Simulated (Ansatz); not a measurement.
Potential energy curve for BrBe (cation, charge +1), lowest triplet found (which spin is the ground state isn't settled by this scan).

Levels: UKS-PBE = unrestricted PBE/cc-pVDZ (Ansatz, a quantum-chemistry and plane-wave program); UKS-B3LYP = unrestricted B3LYP/cc-pVDZ in Ansatz; FCI = full CI/cc-pVDZ, cores with 3d frozen run with Ansatz.

Energies relative to the lowest point of each curve between 1.87 and 2.70 Å, where full CI is lowest, in kcal/mol; the last columns give the error against full CI:

```json
[
 {"R / Å": "1.54", "UKS-PBE": "103.3", "UKS-B3LYP": "103.1", "FCI": "107.6", "UKS-PBE − FCI": "-4.3", "UKS-B3LYP − FCI": "-4.5"},
 {"R / Å": "1.67", "UKS-PBE": "54.5", "UKS-B3LYP": "54.3", "FCI": "56.5", "UKS-PBE − FCI": "-2.0", "UKS-B3LYP − FCI": "-2.3"},
 {"R / Å": "1.78", "UKS-PBE": "30.0", "UKS-B3LYP": "29.7", "FCI": "30.7", "UKS-PBE − FCI": "-0.8", "UKS-B3LYP − FCI": "-1.0"},
 {"R / Å": "1.87", "UKS-PBE": "17.3", "UKS-B3LYP": "17.0", "FCI": "17.4", "UKS-PBE − FCI": "-0.2", "UKS-B3LYP − FCI": "-0.4"},
 {"R / Å": "1.98", "UKS-PBE": "7.8", "UKS-B3LYP": "7.6", "FCI": "7.5", "UKS-PBE − FCI": "0.2", "UKS-B3LYP − FCI": "0.0"},
 {"R / Å": "2.03", "UKS-PBE": "5.0", "UKS-B3LYP": "4.9", "FCI": "4.7", "UKS-PBE − FCI": "0.3", "UKS-B3LYP − FCI": "0.1"},
 {"R / Å": "2.10", "UKS-PBE": "2.4", "UKS-B3LYP": "2.3", "FCI": "2.1", "UKS-PBE − FCI": "0.3", "UKS-B3LYP − FCI": "0.2"},
 {"R / Å": "2.19", "UKS-PBE": "0.5", "UKS-B3LYP": "0.5", "FCI": "0.4", "UKS-PBE − FCI": "0.2", "UKS-B3LYP − FCI": "0.1"},
 {"R / Å": "2.26", "UKS-PBE": "0.0", "UKS-B3LYP": "0.0", "FCI": "0.0", "UKS-PBE − FCI": "0.0", "UKS-B3LYP − FCI": "0.0"},
 {"R / Å": "2.34", "UKS-PBE": "0.1", "UKS-B3LYP": "0.1", "FCI": "0.3", "UKS-PBE − FCI": "-0.2", "UKS-B3LYP − FCI": "-0.2"},
 {"R / Å": "2.42", "UKS-PBE": "0.7", "UKS-B3LYP": "0.7", "FCI": "1.2", "UKS-PBE − FCI": "-0.5", "UKS-B3LYP − FCI": "-0.4"},
 {"R / Å": "2.59", "UKS-PBE": "3.1", "UKS-B3LYP": "3.0", "FCI": "4.1", "UKS-PBE − FCI": "-1.0", "UKS-B3LYP − FCI": "-1.0"},
 {"R / Å": "2.70", "UKS-PBE": "5.1", "UKS-B3LYP": "5.0", "FCI": "6.4", "UKS-PBE − FCI": "-1.3", "UKS-B3LYP − FCI": "-1.4"},
 {"R / Å": "2.91", "UKS-PBE": "9.2", "UKS-B3LYP": "8.8", "FCI": "11.0", "UKS-PBE − FCI": "-1.8", "UKS-B3LYP − FCI": "-2.1"},
 {"R / Å": "3.15", "UKS-PBE": "13.7", "UKS-B3LYP": "13.1", "FCI": "15.8", "UKS-PBE − FCI": "-2.1", "UKS-B3LYP − FCI": "-2.7"},
 {"R / Å": "3.43", "UKS-PBE": "18.2", "UKS-B3LYP": "17.3", "FCI": "20.3", "UKS-PBE − FCI": "-2.2", "UKS-B3LYP − FCI": "-3.1"},
 {"R / Å": "3.80", "UKS-PBE": "22.5", "UKS-B3LYP": "21.4", "FCI": "24.5", "UKS-PBE − FCI": "-2.0", "UKS-B3LYP − FCI": "-3.1"},
 {"R / Å": "4.22", "UKS-PBE": "25.3", "UKS-B3LYP": "24.4", "FCI": "27.3", "UKS-PBE − FCI": "-2.0", "UKS-B3LYP − FCI": "-2.9"},
 {"R / Å": "4.77", "UKS-PBE": "26.9", "UKS-B3LYP": "26.4", "FCI": "29.2", "UKS-PBE − FCI": "-2.4", "UKS-B3LYP − FCI": "-2.8"},
 {"R / Å": "5.44", "UKS-PBE": "27.0", "UKS-B3LYP": "27.1", "FCI": "30.3", "UKS-PBE − FCI": "-3.3", "UKS-B3LYP − FCI": "-3.2"},
 {"R / Å": "6.30", "UKS-PBE": "26.2", "UKS-B3LYP": "26.9", "FCI": "30.9", "UKS-PBE − FCI": "-4.7", "UKS-B3LYP − FCI": "-4.0"},
 {"R / Å": "7.36", "UKS-PBE": "25.0", "UKS-B3LYP": "26.2", "FCI": "31.2", "UKS-PBE − FCI": "-6.2", "UKS-B3LYP − FCI": "-5.0"}
]
```

UKS-PBE is furthest from FCI at 7.36 (-6.2 kcal/mol, below); its mean absolute error over the points is 1.7 kcal/mol.

UKS-B3LYP is furthest from FCI at 7.36 (-5.0 kcal/mol, below); its mean absolute error over the points is 1.9 kcal/mol.
